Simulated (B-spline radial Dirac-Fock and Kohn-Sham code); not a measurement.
**Radiative decay of the L2 hole in Rh⁴⁺**

System: the Rh⁴⁺ ion in the configuration [Kr] 4d5.

The run's input, task.json:

```json
{"items": [{
  "Z": 45,
  "q": 4,
  "cfg": [[1, 0, 2], [2, 0, 2], [2, 1, 6], [3, 0, 2], [3, 1, 6], [3, 2, 10], [4, 0, 2], [4, 1, 6], [4, 2, 5]],
  "A": 103,
  "rrms": 4.4945,
  "do": ["binding", "quiet", "decay"],
  "holes": ["K", "L1", "L2", "L3", "M1", "M2", "M3", "M4", "M5", "N1", "N2", "N3"]
}]}
```

Run with: `python xray_run.py task.json out`

Method: a relativistic independent-particle model: LDA orbitals of the hole state, radiative multipoles to third order, Auger rates from the Coulomb interaction with a continuum orbital, Dirac-Fock energies. Computed with an atomic code on a B-spline grid.

| line | multipole | energy (eV) | rate (s⁻¹) | share (%) |
| --- | --- | --- | --- | --- |
| Lη (L2-M1) | E1 | 2517.8 | 3.84e+12 | 2.57 |
| Lβ1 (L2-M4) | E1 | 2836.6 | 1.37e+14 | 91.5 |
| Lγ5 (L2-N1) | E1 | 3064.8 | 7.74e+11 | 0.518 |
| Lγ1 (L2-N4) | E1 | 3155.0 | 8.02e+12 | 5.37 |

The listed lines hold 100.0 % of the radiative rate. The radiative width is 0.0983 eV in the length form and 0.100 eV in the velocity form; the two differ because the transition energies are not eigenvalue differences of the potential that gave the orbitals.
